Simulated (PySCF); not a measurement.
A run for PySCF: U-HF/6-31G* on AlFH2O (SMILES [OH][AlH][F]), a point of a bond scan (R = 0.766 Å).

```python
from pyscf import gto, scf, dft, mp
from pyscf.data.elements import chemcore

mol = gto.M(
    atom='''
    Al   -0.22437839   -0.36994440    0.12139836
    H    -1.02851550   -1.64177396    0.51864000
    F     1.24636186   -0.07531748    0.81825782
    O    -0.85471535    0.70268961   -1.01729409
    H    -0.51822254    1.34645120   -1.26168793
    ''',
    basis='6-31g*',
    cart=True,
    charge=0, spin=0, verbose=3, max_memory=1800)
mf = scf.UHF(mol)
mf.conv_tol = 1e-8
mf.max_cycle = 100
mf.init_guess_breaksym = True
mf.kernel()
if not mf.converged:
    mf = mf.newton().run(mf.mo_coeff, mf.mo_occ)
for _ in range(4):
    mo, _, stable, _ = mf.stability(return_status=True)
    if stable:
        break
    mf.kernel(mf.make_rdm1(mo, mf.mo_occ))
```

Task: Predict the final total energy.

Result: -417.4354 hartree.
